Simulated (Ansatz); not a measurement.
Total energies of `[NH2][SnH2][Br]`.

Cartesian coordinates in Å:
```
N 1.172 0.041 0.547
Sn -0.649 -0.087 -0.281
Br -1.153 2.138 -1.269
H 1.212 -0.051 1.551
H 1.894 -0.521 0.122
H -1.833 -0.340 0.915
H -0.642 -1.179 -1.585
```

Total charge 0; spin multiplicity 1. Correlated methods include outer-core shells of Br, Sn, which these sets cover unevenly. Scalar relativity is left out up to krypton. Sn takes the def2 core potential. All single points use the PBE0-D4/def2-TZVP geometry. It is one conformer, not always the lowest. Basis def2-TZVPP, the Gaussian-basis code of Ansatz.

RPA on PBE orbitals: Hartree–Fock energy of these orbitals -2842.56720 Eh, correlation -1.23804 Eh (frozen core).

```csv
functional,energy without D4 (Eh),D4 term (kJ/mol)
LDA (SPW92),-2841.30263,–
revPBE,-2845.48360,-34.4
BLYP,-2845.62330,-29.4
r2SCAN,-2845.71325,-3.2
B97M-V,-2845.21140,–
B3LYP,-2845.78428,-22.8
r2SCAN0,-2845.67698,-3.9
HSE06 (plane-wave form),-2845.32039,-11.3
CAM-B3LYP,-2845.76342,-12.4
ωB97X-V,-2845.40878,–
```

Give the same for PBE, PBE0, r2SCANh, BHLYP, LC-ωPBE, ωB97M-V, B2PLYP, PBE-QIDH. (Best estimate.)

Computed: 
| functional | energy without D4 (Eh) | D4 term (kJ/mol) |
| --- | --- | --- |
| PBE | -2845.21469 | -13.9 |
| PBE0 | -2845.32080 | -11.9 |
| r2SCANh | -2845.69828 | -3.5 |
| BHLYP | -2845.56589 | -20.7 |
| LC-ωPBE | -2845.33096 | – |
| ωB97M-V | -2845.45733 | – |
| B2PLYP | -2845.03989 | – |
| PBE-QIDH | -2844.81066 | – |

B3LYP takes the VWN-RPA correlation (the form of Gaussian; ORCA's B3LYP/G). HSE06 is the plane-wave form, built on full-range PBE exchange. The double hybrids freeze the cores in their second-order part.

LC-ωPBE has ω = 0.4 bohr⁻¹.
